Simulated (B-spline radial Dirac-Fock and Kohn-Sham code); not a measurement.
Dipole and non-dipole photoemission parameters of Cr⁴⁺ 3d3/2

System: Cr⁴⁺, configuration [Ar] 3d2; threshold 66.32 eV (orbital energy of the model). These are calculated numbers from a radial finite-basis atomic code; the model is Dirac-Hartree-Slater photoionisation with a Latter tail; cross sections with all multipoles, angular parameters from the dipole term and its interference with E2.

The run's input, task.json:

```json
{"items": [{
  "Z": 24,
  "q": 4,
  "cfg": [[1, 0, 2], [2, 0, 2], [2, 1, 6], [3, 0, 2], [3, 1, 6], [3, 2, 2]],
  "A": 52,
  "rrms": 3.6452,
  "do": "xps",
  "hv": [66.9, 83.8, 150, 176.0, 200, 201.0, 317.0, 335.0, 362.0, 380.0, 665.0, 802.0, 1140.0, 1290.0, 1340.0, 1730.0, 2984.4, 3010.0, 3250.0, 3970.0, 4000, 5740.0, 7280.0, 7440.0, 7650.0, 8047.8, 9251.7, 10700.0, 12000, 15000]
}]}
```

Run with: `python xray2_run.py task.json out`

For linearly polarised light dσ/dΩ = σ/(4π) [1 + β P₂(cos θ) + (δ + γ cos²θ) sin θ cos φ], with θ from the polarisation vector and φ the angle between the beam and the projection of the electron momentum on the plane normal to the polarisation.

| hν (eV) | σ (kb) | β | γ | δ |
| --- | --- | --- | --- | --- |
| 83.8 | 990 | 0.639 | -0.006 | 0.011 |
| 150 | 304 | 1.109 | 0.036 | 0.019 |
| 176 | 201 | 1.177 | 0.059 | 0.022 |
| 200 | ? | ? | ? | ? |
| 201 | 142 | 1.223 | 0.079 | 0.024 |
| 317 | 39.5 | 1.276 | 0.174 | 0.033 |
| 335 | 33.4 | 1.271 | 0.186 | 0.034 |
| 362 | 26.4 | 1.264 | 0.205 | 0.036 |
| 380 | 22.7 | 1.258 | 0.217 | 0.037 |
| 665 | 3.81 | 1.118 | 0.359 | 0.057 |
| 802 | 2.02 | 1.052 | 0.410 | 0.067 |
| 1140 | 0.587 | 0.916 | 0.506 | 0.092 |
| 1290 | 0.375 | 0.866 | 0.538 | 0.103 |
| 1340 | 0.326 | 0.851 | 0.548 | 0.106 |
| 1730 | 0.126 | 0.753 | 0.613 | 0.135 |
| 2984.4 | 0.0148 | 0.562 | 0.747 | 0.219 |
| 3010 | 0.0143 | 0.560 | 0.749 | 0.220 |
| 3250 | 0.0104 | 0.534 | 0.768 | 0.235 |
| 3970 | 0.00454 | 0.468 | 0.808 | 0.278 |
| 4000 | 0.00440 | 0.466 | 0.810 | 0.280 |
| 5740 | 0.000945 | 0.365 | 0.843 | 0.373 |
| 7280 | 0.000339 | 0.320 | 0.852 | 0.442 |
| 7440 | 0.000308 | 0.317 | 0.853 | 0.449 |
| 7650 | 0.000273 | 0.313 | 0.855 | 0.458 |
| 8047.8 | 0.000219 | 0.306 | 0.860 | 0.475 |
| 9251.7 | 0.000119 | 0.288 | 0.876 | 0.523 |
| 10700 | 6.29e-05 | 0.266 | 0.898 | 0.578 |
| 12000 | 3.78e-05 | 0.244 | 0.913 | 0.628 |
| 15000 | 1.37e-05 | 0.188 | 0.908 | 0.737 |

Question: Give the values at 200 eV.

Answer: σ = 144 kb, β = 1.222, γ = 0.078, δ = 0.024.
